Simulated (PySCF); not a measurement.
## How methods differ on the ionisation energy of Xe³⁴⁺

Xe³⁴⁺ [Ar] 3d2 (3F) → Xe³⁵⁺ [Ar] 3d1 (2D), as a difference of total energies. Computed with PySCF 2.14 in an uncontracted even-tempered set (16 s from 5.6 bohr⁻², ratio 2.5; 11 p from 7.3 bohr⁻², ratio 2.5; 7 d from 7.3 bohr⁻², ratio 2.5; 4 f from 25 bohr⁻², ratio 2.7; 3 g from 38 bohr⁻², ratio 2.7), with the non-relativistic Hamiltonian (point nucleus). Correlated levels: outer shells: [Ne] frozen; virtual orbitals above 40 to 60 times the deepest correlated orbital energy dropped. The calculations carry no spin-orbit coupling.

| method | ionisation energy (eV) |
| --- | --- |
| UHF | 2203.2 |
| LDA | 2202.5 |
| PBE | 2203.1 |
| PBE0 | 2203.5 |
| r2SCAN | 2204.9 |
| r2SCAN0 | 2204.8 |
| M06 | 2202.1 |
| MP2 (outer shells) | 2202.7 |
| SCS-MP2 (outer shells) | 2202.6 |

A first-order spin-orbit estimate (lowest level to lowest level, LS coupling) adds 2.944 eV.

All relativistic terms are absent from these numbers, so their closeness to the reference says little about the methods.

For comparison: 2209 ± 5 eV (theoretical estimate listed by NIST; NIST Atomic Spectra Database, ionization energies).
